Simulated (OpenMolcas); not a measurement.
# Zr III: effect of the basis set

```json
{
  "Program": "OpenMolcas 26.06",
  "Method": "SS-RASPT2, IPEA 0.25 Eh, imaginary shift 0.1 Eh (closed shells correlated: 4s)",
  "Active space": "8 electrons in 8 orbitals (RAS1 4p, at most 2 holes; RAS2 4d)",
  "State averaging": "2S+1 = 3 even, 10 roots; 2S+1 = 1 even, 15 roots",
  "Spin-orbit coupling": "state interaction with AMFI integrals over the reference wave functions, term energies averaged over their components"
}
```

A. ANO-R2 [7s5p4d2f1g], X2C, finite nucleus; CASPT2 step about 10 core-seconds
B. ANO-RCC-VTZP [7s6p4d2f1g], DKH2, point nucleus; CASPT2 step roughly 19 core-seconds
C. ANO-RCC-VQZP [8s7p5d3f2g1h], DKH2, point nucleus; CASPT2 step about 18 core-seconds

Energies in cm-1 above 4d2 3F2, the measured ground level; measured values from Moore, Atomic Energy Levels, vol. II, NSRDS-NBS 35 (1971 reprint of NBS Circular 467, 1952); NIST levels as listed in Rynkun, Gaigalas and Jonsson, Astron. Astrophys. 637, A10 (2020).

| Level | A | B | C | Measured |
| --- | --- | --- | --- | --- |
| 4d2 3F2 | 0.0 | 0.0 | 0.0 | 0.0 |
| 4d2 3F3 | 791 | 767 | 776 | 681 |
| 4d2 3F4 | 1711 | 1666 | 1679 | 1486 |
| 4d2 1D2 | 6250 | 6430 | 6170 | 5742 |
| 4d2 3P0 | 8160 | 8250 | 8260 | 8062 |
| 4d2 3P1 | 8480 | 8560 | 8570 | 8326 |
| 4d2 3P2 | 9110 | 9180 | 9180 | 8838 |
| 4d2 1G4 | 11090 | 11340 | 10860 | 11049 |
| 4d2 1S0 | 22890 | 23380 | 22870 | 23979 |

Deviations, from unrounded energies. A percentage is the sum of absolute deviations over the sum of measured energies, with the sign that they share, or ± where signs differ.

```tsv
Against measurement	Levels	A	B	C
mean absolute deviation (cm-1)	8	310	330	350
fine structure of the ground term (%)	2	+15.4	+12.3	+13.3
other terms of the ground configuration (%)	6	±3.3	±3.5	±3.8
```

A, B lie about equally close to measurement and C furthest from it. The largest miss of A in the table is 4d2 1S0, by -1100 cm-1. The ranking rests on the paired levels alone, and a cruder setting can come out closer through cancelling errors.

The two smallest mean deviations differ by little beside CASPT2's spread within terms, so their order carries little weight.

Among A to C the level of the table that moves most is 4d2 1S0, by 510 cm-1 (lowest in C, highest in B). Moves below CASPT2's spread within the term are not significant.

CASPT2 does not keep the components of a term degenerate, so their means are used; among the terms shown or strongly mixed into the levels shown the widest spread is 490 cm-1 (4d2 1G, B). Active for correlation alone: 4p; no level in the range computed is led by a configuration that opens it, so any true level of that kind is missing. Measured partners are found by configuration, term and J. A level has none where our copy of the source lacks it or the pairing is in doubt (some pairs that miss far off the trend of their configuration count as doubtful), and it then counts in no deviation. Levels of configurations outside the active space are missing.
